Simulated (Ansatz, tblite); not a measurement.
Removing and adding an electron: P₃Se. Total charge 0; doublet. Geometry: PBE-D4/def2-SVP. Ansatz, gas phase; energy differences of separate SCF runs; the oxidised species is a singlet (the triplet lies 0.62 eV higher at PBE0-D4/def2-TZVP); the reduced species is a singlet (the triplet lies 1.21 eV higher at PBE0-D4/def2-TZVPD).

```xyz
4

P     0.090    0.588    1.144
P     0.417    0.657   -1.028
P     1.142   -1.101    0.137
Se   -1.650   -0.144   -0.253
```

The xTB rows come from tblite. The structure comes from a short search, and lower isomers may exist.

Question: Estimate orbital energies and vertical ionisation energies and electron affinities at: GFN1-xTB; GFN2-xTB; PBE-D4/def2-TZVP; PBE-D4/def2-TZVPD; r2SCAN-D4/def2-TZVP; r2SCAN-D4/def2-TZVPD; PBE0-D4/def2-TZVP; PBE0-D4/def2-TZVPD.

Answer: 
| level | −HOMO (eV) | vertical IE (eV) | −LUMO (eV) | vertical EA (eV) | HOMO–LUMO gap (eV) | IE − EA (eV) | remarks |
| --- | --- | --- | --- | --- | --- | --- | --- |
| GFN1-xTB | – | 12.76 | – | 4.37 | – | 8.39 | – |
| GFN2-xTB | – | 12.08 | – | 6.83 | – | 5.24 | – |
| PBE-D4/def2-TZVP | 4.96 | 7.80 | 3.96 | – | 1.00 | – | – |
| PBE-D4/def2-TZVPD | 5.01 | – | 4.01 | 1.58 | 1.00 | – | HOMO above zero (-1 singlet) |
| r2SCAN-D4/def2-TZVP | 5.30 | 8.02 | 3.71 | – | 1.60 | – | – |
| r2SCAN-D4/def2-TZVPD | 5.33 | – | 3.74 | 1.52 | 1.59 | – | HOMO above zero (-1 singlet) |
| PBE0-D4/def2-TZVP | 6.08 | 8.02 | 3.09 | – | 3.00 | – | – |
| PBE0-D4/def2-TZVPD | 6.11 | – | 3.13 | 1.55 | 2.98 | – | HOMO above zero (-1 singlet) |

   A HOMO above zero means that the electron is unbound at that level or that self-interaction error raises the level; the energy of removing that electron tells which. HOMO and LUMO are the levels of the spin that leaves or enters (xTB has no such levels and no spin-polarisation term). Other spin states of the ions may lie lower, which would lower the ionisation energy or raise the affinity. Raw xTB energy differences between charge states are shifted by several eV; the methods need an empirical correction for them.
